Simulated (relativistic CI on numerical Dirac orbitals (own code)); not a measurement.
**La³⁺: M4,5 absorption edge**

Computed with this model: Dirac-Coulomb-Breit CI, separate exchange-only KLI orbitals for each configuration, model QED, valence Slater integrals scaled by 0.7, multiplet model of core-to-valence dipole absorption; configurations [Kr] 4d10 5s2 5p6 → [Ar] 3d9 4s2 4p6 4d10 4f 5s2 5p6; 10 K; Lorentzian 0.6 eV and Gaussian 0.4 eV FWHM. Energies are those of the free ion, without screening or charge transfer. The branching ratio is the share of the lower-energy edge in the whole absorption, uncertain by about 0.02 where the edges overlap. S is read from ⟨S²⟩ = S(S + 1).

free ion: ground-state S = 0.00, centroid 845.74 eV, branching ratio 0.441. Peaks (eV, height): 836.7 (78), 852.9 (100).

The statistical ratio of this edge is 3/5 = 0.600. Values above it arise where the holes sit mainly in the j = l + 1/2 valence subshell or the ground state has high spin; values below it where core-valence Coulomb terms move weight to the upper edge, as in nearly empty shells.

Strongest unbroadened transitions for free ion:

```csv
Energy (eV),Relative strength
832.98,0.6
836.68,78.4
852.92,100.0
```
